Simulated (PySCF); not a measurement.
A PySCF script (with the pyscf-properties extension) for the NMR shieldings of SMILES C=CC/C(C)=C/[C@H](C)BF, C8H14BF, on a GFN2-xTB geometry:

```python
import basis_set_exchange as bse
import numpy as np
from pyscf import gto, dft
from pyscf.prop import nmr

atoms = """
C     3.546170    0.653741   -0.408220
C     2.754515   -0.354433   -0.097417
C     1.657021   -0.282530    0.922986
C     0.324867   -0.542431    0.264322
C     0.058612   -1.957372   -0.161528
C    -0.525755    0.454612    0.035164
C    -1.862593    0.337387   -0.664601
C    -2.156767    1.606879   -1.466173
B    -2.804400    0.075105    0.579062
F    -3.020338   -1.166703    0.971661
H     3.462524    1.611127    0.079594
H     4.317265    0.567085   -1.154969
H     2.858573   -1.304961   -0.603723
H     1.660714    0.699705    1.397778
H     1.831559   -1.041955    1.691549
H     0.046546   -2.034330   -1.249537
H     0.824290   -2.627775    0.220265
H    -0.907614   -2.294963    0.206807
H    -0.280774    1.452379    0.373003
H    -1.827286   -0.514505   -1.347789
H    -3.109374    1.514786   -1.982646
H    -2.208810    2.471478   -0.809101
H    -1.377754    1.780083   -2.205872
H    -3.272925    0.917355    1.250408
"""
names = dict.fromkeys(["C", "B", "F", "H"], "pcSseg-1")
basis = {el: gto.basis.parse(bse.get_basis(n, elements=[el], fmt="nwchem")) for el, n in names.items()}
mol = gto.M(atom=atoms, basis=basis, charge=0, verbose=0)
mf = dft.RKS(mol, xc="PBE0")
mf.grids.level = 2
mf.grids.alignment = dft.numint.BLKSIZE   # the property module wants whole blocks of grid points
mf.conv_tol = 1e-9
mf.kernel()

calc = nmr.RKS(mf)   # GIAO
C = mf.mo_coeff
Co = C[:, mf.mo_occ > 0]
resp = mf.gen_response(singlet=True, hermi=2)
def vind(x):   # induced exchange potential for any number of trial vectors
    d = np.einsum("pi,xij,qj->xpq", C, 2 * x.reshape(-1, C.shape[1], Co.shape[1]), Co, optimize=True)
    return np.einsum("xpq,pi,qj->xij", resp(d - d.transpose(0, 2, 1)), C, Co, optimize=True).ravel()
mo1, _ = nmr.rhf.solve_mo1(calc, with_cphf=vind)
sigma = calc.kernel(mo1)
for i, s in enumerate(sigma):   # ppm
    print("%2d %-2s %9.2f" % (i, mol.atom_pure_symbol(i), np.trace(s) / 3))
```

**Question.** What are the results?

**Answer.** 
```
 0 C      66.63
 1 C      41.79
 2 C     132.62
 3 C      35.33
 4 C     166.38
 5 C      59.87
 6 C     152.73
 7 C     170.32
 8 B      51.48
 9 F     206.53
10 H      26.36
11 H      26.49
12 H      25.39
13 H      28.94
14 H      28.70
15 H      29.69
16 H      30.09
17 H      29.23
18 H      26.74
19 H      29.71
20 H      30.54
21 H      30.52
22 H      30.60
23 H      26.67
```

These numbers come from an equivalent density-fitted implementation of the same equations, which agrees with the script to about 0.01 ppm for H and up to a few tenths of a ppm for heavy atoms, so last digits may differ.

Size and cost of the density-fitted run: 240 basis functions, 60 s wall time on 1 thread of an Arm Neoverse V1, shared host; peak memory 1.1 GiB.
